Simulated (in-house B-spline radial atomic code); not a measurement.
**PBE0 excitations of Ca8+**

Method: PBE0. Computed with a B-spline radial code for spherical atoms: linear response of the closed shell [Ne] 3s2 with the functional's adiabatic kernel; scalar-relativistic (spin-free one-electron X2C), finite nucleus, no spin-orbit coupling, no double excitations, S, P, D and F terms only.

Command:
```bash
python run_td.py task.json out
```
Settings (radii: box in bohr, nucleus in fm):
```
Z                        20
electrons                12
configuration            [Ne] 3s2
hamiltonian              x2c
method                   pbe0
box_radius               11.59
rms_radius               3.4776
intervals                70
```

Time taken, with all properties: 0.5 s on 1 thread of Intel(R) Xeon(R) Platinum 8488C (Sapphire Rapids), with other jobs on the host.

The lowest states, in the order of their Tamm-Dancoff energies; the method's threshold (minus the highest occupied level) is 180.91 eV. Labels give the largest channel, * marks a mixed state, and oscillator strengths are full-response dipole values. Semilocal kernels can invert the small singlet-triplet splittings of Rydberg terms. Energies in eV:

```tsv
state	full response	Tamm-Dancoff	oscillator strength
3s → 3p 3P	17.012	17.491	-
3s → 3p 1P	26.488	27.278	1.03
3s → 3d 3D	48.49	48.63	-
3s → 3d 1D	52.62	52.64	-
3s → 4s 3S	93.55	93.56	-
3s → 4s 1S	95.46	95.50	-
3s → 4p 3P	101.62	101.63	-
3s → 4p 1P	?	?	?
3s → 4d 3D	112.46	112.46	-
3s → 4d 1D	112.73	112.73	-
3s → 4f 3F	116.14	116.16	-
3s → 4f 1F	116.90	116.90	-
3s → 5s 3S	130.52	130.52	-
3s → 5s 1S	131.08	131.09	-
3s → 5p 3P	?	?	-
3s → 5p 1P	134.39	134.40	0.0909
```

Task: Where does 3s → 4p 1P lie?

Result: At 102.29 eV in full response, 102.32 eV in Tamm-Dancoff, oscillator strength 0.268.

Task: Where does 3s → 5p 3P lie?

Result: At 134.21 eV in full response, 134.21 eV in Tamm-Dancoff.

Task: How large is the singlet-triplet splitting of 3s → 3p (P terms) in Tamm-Dancoff?

Result: 9.79 eV, from the unrounded values.

Task: What polarisabilities and dispersion coefficient does the method give?

Result: Dipole 1.144 bohr³, quadrupole 0.6377 bohr⁵, C6 1.031 hartree·bohr⁶ for two such species.
